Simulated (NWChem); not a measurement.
# HfOF$_{2}$; SMILES [O]=[Hf]([F])[F]

def2 effective core potentials on Hf; no spin-orbit coupling.

Question: Give the equilibrium geometry at PBE0/def2-SVP with def2 effective core potentials on Hf (NWChem) as a Z-matrix, with the point group.

Answer: point group Cs; any orientation.
```
Hf
O 1 1.7564
F 1 1.9295 2 109.24
F 1 1.9295 2 109.24 3 -127.52
```
